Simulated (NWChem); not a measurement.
# Correlation energy of hydrogen iodide (HI)

SMILES: I
```xyz
2

I      0.0000     0.0000     0.0302
H      0.0000     0.0000    -1.6026
```
Charge 0, spin multiplicity 1.

All runs are NWChem calculations. Structure: optimised with PBE/def2-SVP with def2 effective core potentials on I, a minimum by its harmonic frequencies.

Basis set: def2-QZVP. Each correlation energy counts from its own Hartree-Fock reference.

Effective core potentials replace the inner electrons of I; spin-orbit coupling is left out. The correlated methods keep 4 core orbitals frozen. Coupled-cluster values serve here as a point of comparison, not as the truth.

Q: Order these methods by the correlation energy they give, lowest first: CR-CCSD[T], CCSD, SCS-MP2, MP2.

A: MP2 (-677.8 mHa), CR-CCSD[T] (-647.7 mHa), CCSD (-635.4 mHa), SCS-MP2 (-603.5 mHa)
